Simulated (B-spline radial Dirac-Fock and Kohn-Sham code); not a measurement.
A summary of the ionisation energies of neodymium (Z = 60) against charge, from multi-electron Dirac-Fock with separately optimised hole states, Breit and Lamb-shift corrections added in first order and from the NIST table. The largest relative steps of the computed values, from charge +5 on, come at Nd¹⁴⁺ (46 electrons left, 241.0 to 390.7 eV); Nd³²⁺ (28 electrons left, 1236.9 to 2143.1 eV); Nd⁵⁰⁺ (10 electrons left, 4301.2 to 9921.0 eV); Nd⁵⁸⁺ (2 electrons left, 12341.4 to 50336.5 eV). The median of |NIST − computed| / NIST over the 60 ions is 0.92 %.

| charge | computed (eV) | NIST (eV) |
| --- | --- | --- |
| 0 | 4.56 | 5.525 |
| 4 | 68.31 | 60 |
| 8 | 126.5 | 136 |
| 12 | 221.5 | 221 |
| 16 | 457.0 | 453 |
| 20 | 598.0 | 602 |
| 24 | 868.4 | 859 |
| 28 | 1029.3 | 1049 |
| 32 | 2143.1 | 2134 |
| 36 | 2535.4 | 2525 |
| 40 | 2952.7 | 2974 |
| 44 | 3608.4 | 3567 |
| 48 | 4198.7 | 4198 |
| 52 | 10467.7 | 10288 |
| 56 | 12081.5 | 12082 |
